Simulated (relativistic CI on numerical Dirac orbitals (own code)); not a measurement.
# What each ingredient does to the levels of Br XXI

Base calculation: Dirac-Coulomb-Breit CI, separate exchange-only KLI orbitals for each configuration, QED by a radiative potential, unscaled Slater integrals.

Configurations in the expansion (outside the closed core [Ne]): 3s2 3p3, 3s 3p4, 3s2 3p2 3d, 3p5, 3s 3p3 3d, 3p4 3d, 3s 3p2 3d2, 3s2 3p 3d 4p, 3p4 4s, 3s2 3p2 4s, 3p4 4p, 3s 3p2 3d 4s, 3s2 3p2 4p, 3s2 3p 3d2, 3s2 3d3, 3s 3p 3d3, 3s2 3d2 4s, 3s2 3d2 4p, 3p3 3d2, 3p2 3d3, 3p2 3d2 4s, 3p2 3d2 4p, 3s2 3p 3d 4s, 3s 3p 3d2 4s, 3s2 3d 4s2, 3s2 3d 4s 4p. Double excitations out of closed p, d and f shells are left out; levels of such configurations are missing from the list, as are those of other unlisted configurations, and high levels can miss mixing partners.

The lowest level and the first level of each name with at least 55 % of one term (blank where a level has no safe partner in the second run):

```csv
Level,Base (cm⁻¹),Shift (cm⁻¹)
3s2 3p3 4S°_3/2,0,0
3s2 3p3 2D°_3/2,73062,+205
3s2 3p3 2D°_5/2,99742,-26475
3s2 3p3 2P°_1/2,144389,-28156
3s2 3p3 2P°_3/2,197272,-81038
3s 3p4 4P_5/2,484136,-56869
3s 3p4 4P_3/2,529250,-101984
3s 3p4 4P_1/2,541215,-113948
3s 3p4 2D_3/2,605547,-79292
3s 3p4 2D_5/2,625817,-99562
3s2 3p2 3d 4F_3/2,698506,
3s2 3p2 3d 4F_5/2,714714,-22733
3s2 3p2 3d 2F_5/2,741672,-28184
3s2 3p2 3d 4F_7/2,747817,-55836
3s2 3p2 3d 4D_3/2,766098,
3s2 3p2 3d 4F_9/2,775595,-83614
3s2 3p2 3d 2G_7/2,857555,-70071
3s2 3p2 3d 4P_5/2,862216,-53350
3s2 3p2 3d 4P_3/2,875151,-66284
3s2 3p2 3d 2G_9/2,878050,-90566
3s2 3p2 3d 4P_1/2,880992,-72126
3s2 3p2 3d 2D_3/2,896905,-57886
```

At this charge energies of transitions that change n are usually good to better than 1 %, and those within a shell (Δn = 0) to a few per cent.

**Question.** One thing was changed in a second run, which moved the levels as shown. Which?
A. QED terms removed
B. Breit term removed
C. configuration mixing switched off
D. non-relativistic limit

**Answer.** D. Non-relativistic limit. Without relativity the fine structure collapses and s electrons lose their extra binding.

LS names give the leading component of a level, which can be under half, so a name can repeat, a term be missing and a line seem to break the LS rules.
